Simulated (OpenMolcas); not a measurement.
**Levels of Kr³⁺ by method**

```yaml
Program: OpenMolcas
Basis: ANO-R1 [5s4p3d1f]
Scalar_Hamiltonian: X2C, finite nucleus
Active_space: 3 electrons in 3 orbitals (4p)
State_averaging: 2S+1 = 4 odd, 1 root; 2S+1 = 2 odd, 8 roots
Spin-orbit_coupling: RASSI with atomic mean-field integrals over the reference wave functions, term energies averaged over their components
```

Methods on the same reference wave functions:
A. CASSCF
B. SS-CASPT2, IPEA 0.25 Eh, imaginary shift 0.1 Eh (closed shells correlated: 3d 4s)

Energies in eV above 4s² 4p³ ⁴S°_3/2, the measured ground level; measured values from Saloman, J. Phys. Chem. Ref. Data 36, 215 (2007).

```
          Level       A       B  Measured
4s² 4p³ ⁴S°_3/2  0.0000  0.0000    0.0000
4s² 4p³ ²D°_3/2  2.6844   2.465    2.1124
4s² 4p³ ²D°_5/2  2.8582   2.655    2.3185
4s² 4p³ ²P°_1/2  4.7088   4.297    3.8505
4s² 4p³ ²P°_3/2  4.9487   4.559    4.1418
```

Deviations, from unrounded energies. A percentage is the sum of absolute deviations over the sum of measured energies, with the sign that they share, or ± where signs differ.

```json
{"Against measurement": "mean absolute deviation (cm-1)", "Levels": "4", "A": "5600", "B": "3100"}
{"Against measurement": "other terms of the ground configuration (%)", "Levels": "4", "A": "+22.4", "B": "+12.5"}
```

B lies closest to measurement on these levels. The largest miss of B in the table is 4s² 4p³ ²P°_1/2, by +3600 cm-1. The ranking rests on the paired levels alone, and a cruder setting can come out closer through cancelling errors.

From A to B the spin-free energies of the other terms of 4s² 4p³ shown, above ⁴S°, scale by factors of 0.91 to 0.92.

The lowest spin-free term lies below A's lowest term by 0.377 hartree in B.

CASPT2 does not keep the components of a term degenerate, so their means are used; among the terms shown or strongly mixed into the levels shown the widest spread is 150 cm-1 (4s² 4p³ ²D°, B). With the s shell closed, the reference lacks s² → p² mixing. The basis is small and was not contracted for so high a charge. Some terms miss by over 15 % even with CASPT2, which points to a basis or an active space too small for the shells correlated (holds for B). Measured partners are found by configuration, term and J. A level has none where our copy of the source lacks it or the pairing is in doubt (some pairs that miss far off the trend of their configuration count as doubtful), and it then counts in no deviation. Only configurations of the active space appear.

° marks odd parity.
